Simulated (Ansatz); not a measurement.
CH₅BrSSi, SMILES `C[SiH](S)Br`. Total charge 0; spin multiplicity 1.

Cartesian coordinates in Å:
```
C -0.5414 -0.5207 -0.9333
Si 0.3161 -0.2065 0.6824
S -0.2072 1.6665 1.5443
Br 2.5134 -0.3602 0.3266
H -0.2621 -1.5016 -1.3241
H -1.6242 -0.4874 -0.7921
H -0.2614 0.2342 -1.6709
H -0.0293 -1.1990 1.7247
H 0.0962 2.3746 0.4425
```

Question: What are the harmonic wavenumbers in cm⁻¹ at PBE0-D4/def2-TZVP (Ansatz, finite differences of forces, unscaled)? (An estimate is asked.)

Answer: Computed: 128, 163, 175, 207, 220, 394, 518, 622, 694, 743, 802, 856, 890, 1276, 1440, 1443, 2254, 2706, 3054, 3146, 3146.

Question: Is this a minimum?

Answer: Yes, all 21 modes are real.

Question: Give the ideal-gas thermochemistry at 298.15 K and 1 bar (rigid rotor, harmonic oscillator; point group C1, symmetry number 1).

Answer: Zero-point energy 148.8 kJ/mol; H(298) − E = 169.5 kJ/mol; entropy 353.3 J/(mol·K), of which translation 171.9, rotation 118.4, vibration 63.0; G(298) − E = 64.1 kJ/mol.

Question: Rotational constants (cm⁻¹)?

Answer: 0.1306, 0.04842, 0.03783.
